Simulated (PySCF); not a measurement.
# Solvent effects on NMR parameters

Atom-mapped SMILES (the numbers label the heavy atoms): `[CH2:1]=[N:2][C:3]1=[CH:4][C@@H:5]2[C@@H:6]3[C@H:7]1[C@H:8]23`. Hydrogens are named by the atom that carries them. Ha(C1) is cis to C3; Hb(C1) is trans to C3.

GIAO PBE0/pcSseg-1 in PySCF on one PBE0-D3(BJ)/def2-SVP conformer, non-relativistic, equivalent nuclei averaged. Solvents enter as an IEF-PCM continuum (dichloromethane with ε = 8.9, methanol with ε = 32.6) around the gas-phase geometry. Shifts are referred to TMS computed in the same medium.

In dichloromethane, δ in ppm: C3 166.4, C1 153.1, C4 146.3, C6/C8 47.6, C5 38.4, C7 29.9, Ha(C1) 7.46, Hb(C1) 7.22, H(C4) 6.62, H(C6)/H(C8) 4.12, H(C7) 2.22, H(C5) 1.89. Dipole moment 3.28 D.

Question: How does each δ change in the more polar medium?

Answer: 
```json
{"atoms": "C3", "environment": "fully substituted alkene carbon", "Δδ, methanol": "+0.3"}
{"atoms": "C1", "environment": "C=N carbon", "Δδ, methanol": "+1.2"}
{"atoms": "C4", "environment": "alkene CH", "Δδ, methanol": "+0.1"}
{"atoms": "C6/C8", "environment": "three-membered-ring carbon", "Δδ, methanol": "+0.3"}
{"atoms": "C5", "environment": "three-membered-ring carbon", "Δδ, methanol": "+0.2"}
{"atoms": "C7", "environment": "three-membered-ring carbon", "Δδ, methanol": "+0.4"}
{"atoms": "Ha(C1)", "environment": "hydrogen on a C=N carbon", "Δδ, methanol": "+0.05"}
{"atoms": "Hb(C1)", "environment": "hydrogen on a C=N carbon", "Δδ, methanol": "+0.03"}
{"atoms": "H(C4)", "environment": "hydrogen on an alkene CH", "Δδ, methanol": "0.00"}
{"atoms": "H(C6)/H(C8)", "environment": "hydrogen on a three-membered-ring carbon", "Δδ, methanol": "+0.04"}
{"atoms": "H(C7)", "environment": "hydrogen on a three-membered-ring carbon", "Δδ, methanol": "+0.05"}
{"atoms": "H(C5)", "environment": "hydrogen on a three-membered-ring carbon", "Δδ, methanol": "+0.03"}
```

Changes are relative to dichloromethane. The dipole moment becomes 3.42 D in methanol.

Question: Which nuclei move most (in ppm), and what does the model miss?

Answer: C1 (C=N carbon, +1.2 ppm) in methanol. A continuum only polarises the solute; specific hydrogen bonds, the anisotropy of aromatic solvents and changes of geometry or conformer are outside it.
